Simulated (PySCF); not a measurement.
How methods differ on the ionisation energy of Co+

Co+ [Ar] 3d8 (3F) → Co(2+) [Ar] 3d7 (4F), as a difference of total energies. Computed with PySCF 2.14 in def2-TZVPPD (6s6p4d2f1g, 67 functions), with the non-relativistic Hamiltonian (point nucleus). Correlated levels: valence: [Ar] frozen; valence and next inner shell: [Ne] frozen. The calculations carry no spin-orbit coupling.

```tsv
method	ionisation energy (eV)	plus first-order spin-orbit estimate	difference from reference of that sum (eV)
UHF	14.352	14.342	-2.742
LDA	18.468	18.458	+1.374
PBE	18.008	17.998	+0.914
PBE0	17.340	17.330	+0.246
r2SCAN	17.528	17.518	+0.434
revPBE	17.866	17.856	+0.772
wB97M-V	17.333	17.323	+0.239
M06-2X	16.994	16.984	-0.100
MN15	17.956	17.946	+0.862
MP2 (valence)	16.992	16.982	-0.102
SCS-MP2 (valence)	16.883	16.873	-0.211
MP2 (valence and next inner shell)	17.656	17.646	+0.562
SCS-MP2 (valence and next inner shell)	17.354	17.343	+0.259
```

Reference: 17.084 eV (measured; NIST Atomic Spectra Database, ionization energies).

A first-order spin-orbit estimate (lowest level to lowest level, LS coupling) adds -0.010 eV.

These non-relativistic numbers lack the scalar-relativistic shift.

Errors of the correlated levels include the incompleteness of this basis and the frozen core.
